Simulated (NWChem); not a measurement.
# Correlation energy of H3OSi

```xyz
5

O     -1.1796    -0.2168     0.0000
Si     0.4699     0.0980     0.0000
H      0.9144     0.8281     1.2237
H      0.9144     0.8281    -1.2237
H      1.0298    -1.2931     0.0000
```
Charge 0, spin multiplicity 2.

The numbers come from NWChem runs, not from measurements. All single points use one geometry, from UPBE0/def2-SVP, a minimum by its harmonic frequencies.

Basis set: 6-31G*. Each correlation energy counts from its own Hartree-Fock reference.

The correlated methods keep 6 core orbitals frozen. The Pople sets run with spherical d functions. The structure started from a generated list of species. The unpaired electrons of the parent sit in orbitals of symmetry a' (Cs labels of the run); other states weren't searched. The stability of the SCF solutions was not checked. Open-shell Hartree-Fock references start from PBE0 orbitals. Coupled-cluster values serve here as a point of comparison, not as the truth.

Order these methods by the correlation energy they give, lowest first: CCSD(T) on UHF, SCS-UMP2, UMP2, CCSD on UHF.

CCSD(T) on UHF (-248.2 mHa), CCSD on UHF (-243.7 mHa), SCS-UMP2 (-213.6 mHa), UMP2 (-211.6 mHa)
